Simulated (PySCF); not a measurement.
Atom-mapped SMILES (the numbers label the heavy atoms): `[CH2:1]=[CH:2][C@@H:3]1[CH2:4][C@@H:5]([F:6])[CH2:7][CH2:8][SiH2:9]1` (H(Xn): hydrogen on atom n). Ha(C4), Ha(C7), Ha(C8), Ha(Si9) are cis to C2 on the ring; Ha(C1) is cis to C3; Hb(C4), Hb(C7), Hb(C8), Hb(Si9) are trans to C2 on the ring; Hb(C1) is trans to C3.

Geometry: PBE0-D3(BJ)/def2-SVP; GIAO absolute shieldings from PySCF 2.14.0 with density-fitted response routines, gas phase, non-relativistic, averaged over equivalent atoms.

At B3LYP/pcSseg-1 (225 basis functions, 37 s wall time on 1 thread of an Arm Neoverse V2, shared host):
| atoms | σ (ppm) |
| --- | --- |
| C2 | 29.0 |
| C1 | 60.6 |
| C5 | 87.4 |
| C4 | 139.1 |
| C7 | 146.9 |
| C3 | 151.1 |
| C8 | 174.7 |
| F6 | 390.4 |
| Si9 | 374.4 |
| H(C2) | 25.69 |
| Ha(C1) | 26.16 |
| Hb(C1) | 26.40 |
| H(C5) | 26.64 |
| Hb(Si9) | 27.54 |
| Ha(Si9) | 27.65 |
| Hb(C7) | 29.06 |
| Hb(C4) | 29.11 |
| H(C3) | 29.23 |
| Hb(C8) | 30.12 |
| Ha(C7) | 30.16 |
| Ha(C4) | 30.17 |
| Ha(C8) | 30.76 |

What do these become at PBE0/pcSseg-1?

Results:


| atoms | σ at PBE0/pcSseg-1 | change |
| --- | --- | --- |
| C2 | 35.4 | +6.4 |
| C1 | 64.8 | +4.2 |
| C5 | 95.0 | +7.6 |
| C4 | 146.0 | +6.9 |
| C7 | 153.6 | +6.7 |
| C3 | 158.1 | +7.0 |
| C8 | 181.1 | +6.4 |
| F6 | 394.1 | +3.7 |
| Si9 | 388.9 | +14.5 |
| H(C2) | 25.50 | -0.19 |
| Ha(C1) | 25.93 | -0.23 |
| Hb(C1) | 26.15 | -0.25 |
| H(C5) | 26.55 | -0.09 |
| Hb(Si9) | 27.34 | -0.20 |
| Ha(Si9) | 27.43 | -0.22 |
| Hb(C7) | 28.96 | -0.10 |
| Hb(C4) | 28.99 | -0.12 |
| H(C3) | 29.06 | -0.17 |
| Hb(C8) | 30.00 | -0.12 |
| Ha(C7) | 30.07 | -0.09 |
| Ha(C4) | 30.07 | -0.10 |
| Ha(C8) | 30.63 | -0.13 |

The largest change is at Si9 (silicon bonded to 2 C, 2 H, in a 6-membered ring). Cost: 225 basis functions, 37 s wall time on 1 thread of an Arm Neoverse V2, shared host. The order of the carbon signals is the same at both levels.
